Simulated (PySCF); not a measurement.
**Basis-set dependence of population analyses: `O=Cc1ccccn1`**

Species: C6H5NO.
Numbering: `[O:1]=[CH:2][c:3]1[cH:4][cH:5][cH:6][cH:7][n:8]1` (hydrogens: H9 on C2; H10 on C4; H11 on C5; H12 on C6; H13 on C7)

PBE0 throughout (PySCF), one geometry, spherical d and f functions. Geometry: PBE0-D3(BJ)/def2-SVP, one conformer, isolated molecule. The first 7 of 13 kinds of atom are listed.

Mulliken charges (e):

```csv
basis,functions,O1,C2,C3,C4,C5,C6,C7
STO-3G,45,-0.176,+0.095,+0.062,-0.080,-0.075,-0.082,+0.007
pcSseg-0,82,-0.458,+0.335,-0.011,-0.132,-0.200,-0.291,+0.112
6-31G,82,-0.382,+0.202,+0.083,-0.116,-0.156,-0.163,-0.008
6-31G*,122,-0.382,+0.199,+0.166,-0.175,-0.139,-0.184,+0.001
cc-pVDZ,137,-0.198,+0.233,-0.043,+0.019,+0.061,-0.062,+0.109
def2-SVP,137,-0.204,+0.225,-0.105,+0.006,+0.033,-0.051,+0.058
pcSseg-1,161,-0.350,+0.344,-0.034,-0.046,-0.006,-0.175,+0.148
aug-cc-pVDZ,229,-0.573,+0.747,+0.088,+1.378,+0.093,+1.099,-0.030
"6-311+G(2d,p)",246,-0.398,+0.042,+0.310,+0.039,-0.356,+0.129,-0.151
def2-TZVP,278,-0.275,+0.081,+0.152,-0.178,-0.095,-0.079,-0.061
cc-pVTZ,310,-0.248,+0.144,+0.058,-0.129,-0.101,-0.111,-0.057
IGLO-III,330,-0.396,+0.213,+0.212,-0.106,-0.065,-0.065,+0.016
```

IAO charges (e):

```
        basis  functions      O1      C2      C3      C4      C5      C6      C7
       STO-3G         45  -0.172  +0.075  +0.017  -0.134  -0.123  -0.142  -0.056
     pcSseg-0         82  -0.352  +0.212  +0.047  -0.145  -0.122  -0.161  -0.023
        6-31G         82  -0.364  +0.209  +0.056  -0.149  -0.123  -0.160  -0.030
       6-31G*        122  -0.383  +0.248  +0.069  -0.145  -0.115  -0.158  -0.006
      cc-pVDZ        137  -0.375  +0.244  +0.070  -0.149  -0.118  -0.161  -0.008
     def2-SVP        137  -0.376  +0.246  +0.067  -0.145  -0.115  -0.158  -0.006
     pcSseg-1        161  -0.388  +0.252  +0.067  -0.149  -0.118  -0.163  -0.008
  aug-cc-pVDZ        229  -0.395  +0.252  +0.072  -0.151  -0.119  -0.165  -0.009
6-311+G(2d,p)        246  -0.397  +0.253  +0.072  -0.150  -0.119  -0.165  -0.008
    def2-TZVP        278  -0.395  +0.254  +0.072  -0.150  -0.119  -0.165  -0.007
      cc-pVTZ        310  -0.392  +0.253  +0.072  -0.151  -0.119  -0.165  -0.008
     IGLO-III        330  -0.397  +0.253  +0.072  -0.151  -0.120  -0.166  -0.008
```

Question: Which scheme is steadiest as the basis changes?

Answer: Largest range over the bases for any column: IAO 0.22 e, Mulliken 1.56 e. IAO charges move least and Mulliken charges most, counted in e. Without the minimal STO-3G basis the ranges are IAO 0.05, Mulliken 1.56 e.

Question: How much do the charges still move between the two largest bases, cc-pVTZ and IGLO-III?

Answer: At most, over all atoms: Mulliken 0.201 e, IAO 0.004 e.

Question: What do the same runs give for the total energy, the frontier levels and the dipole moment?

Answer: 
```tsv
basis	energy (Eh)	HOMO (eV)	LUMO (eV)	μ (D)
STO-3G	-356.6181	-4.50	0.83	2.46
pcSseg-0	-360.3560	-7.43	-2.20	3.87
6-31G	-361.0817	-7.27	-1.94	3.91
6-31G*	-361.1881	-7.27	-1.83	3.60
cc-pVDZ	-361.2210	-7.33	-1.94	3.44
def2-SVP	-360.9311	-7.41	-2.04	3.54
pcSseg-1	-361.1521	-7.57	-2.17	3.71
aug-cc-pVDZ	-361.2398	-7.55	-2.20	3.75
6-311+G(2d,p)	-361.2931	-7.59	-2.21	3.79
def2-TZVP	-361.3238	-7.54	-2.16	3.71
cc-pVTZ	-361.3124	-7.50	-2.11	3.64
IGLO-III	-361.3291	-7.58	-2.20	3.75
```

The dipole is fixed by the density alone, so its range of 1.45 D shows that the density itself changes with the basis, not only its division among atoms.
